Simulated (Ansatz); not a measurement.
Caution, from a PySCF single point (B3LYP-D3(BJ)/def2-TZVP) at this geometry: the restricted solution is unstable towards spin-unrestricted or complex orbitals, so a lower solution exists and this singlet may not be the ground state. This singlet lies within 0.05 eV of the relaxed triplet at the level B3LYP/cc-pVTZ // B3LYP-D3(BJ)/def2-TZVP (Ansatz, a quantum-chemistry and plane-wave program).

A geometry relaxed with B3LYP-D3(BJ)/def2-TZVP (Ansatz), charge 0, multiplicity 1:

```xyz
4

C      1.7048    -0.1482     0.0054
Si    -0.0632     0.0041    -0.0002
H     -0.9339    -1.1895    -0.0026
H     -0.7077     1.3336    -0.0026
```

Task: Write the SMILES of this molecule.

Result: `[C]=[SiH2]`
